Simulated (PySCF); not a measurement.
**How methods differ on the ionisation energy of Se⁺**

Se⁺ [Ar] 3d10 4s2 4p3 (4S) → Se²⁺ [Ar] 3d10 4s2 4p2 (3P), as a difference of total energies. Computed with PySCF 2.14 in cc-pVDZ-PP with ECP10MDF, with scalar relativity through the core potential. Correlated levels: valence: 3s2 3p6 3d10 frozen. The calculations carry no spin-orbit coupling.

```json
{"method": "UHF", "ionisation energy (eV)": "20.842", "difference from reference (eV)": "-0.354"}
{"method": "BP86", "ionisation energy (eV)": "21.320", "difference from reference (eV)": "+0.124"}
{"method": "TPSS", "ionisation energy (eV)": "21.293", "difference from reference (eV)": "+0.097"}
{"method": "MP2 (valence)", "ionisation energy (eV)": "21.198", "difference from reference (eV)": "+0.002"}
{"method": "SCS-MP2 (valence)", "ionisation energy (eV)": "21.076", "difference from reference (eV)": "-0.120"}
{"method": "CCSD (valence)", "ionisation energy (eV)": "21.148", "difference from reference (eV)": "-0.048"}
{"method": "CCSD(T) (valence)", "ionisation energy (eV)": "21.151", "difference from reference (eV)": "-0.045"}
```

Reference: 21.196 ± 0.01 eV (measured; NIST Atomic Spectra Database, ionization energies).

The reference lies between the lowest fine-structure levels, while these numbers refer to the centres of the terms.

Errors of the correlated levels include the incompleteness of this basis and the frozen core.
